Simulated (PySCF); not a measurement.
# How methods differ on the excitation energy of Ne

Ne [Ne] (1S) → Ne [He] 2s1 2p6 3s1 (3S), as a difference of total energies. Calculation: PySCF 2.14, in aug-cc-pVQZ with one added diffuse shell each of s, p, d, f, g type (7s6p5d4f3g, 105 functions); no relativity, point nucleus. Correlated levels: valence: 1s2 frozen. The calculations carry no spin-orbit coupling.

```csv
method,excitation energy (cm⁻¹)
UHF,358610
LDA,320570
PBE,322850
PBE0,333840
r2SCAN,339610
revPBE,323530
M06-2X,340390
BHandHLYP,343450
r2SCAN0,345110
MP2 (valence),355180
SCS-MP2 (valence),352860
```

The upper state lies above the first ionisation limit, where it may autoionise and the basis confines it. A Rydberg-like electron needs more diffuse functions than a valence basis has.

The promoted electron is Rydberg-like, and one or two diffuse shells describe it only roughly, which tends to raise the upper state.
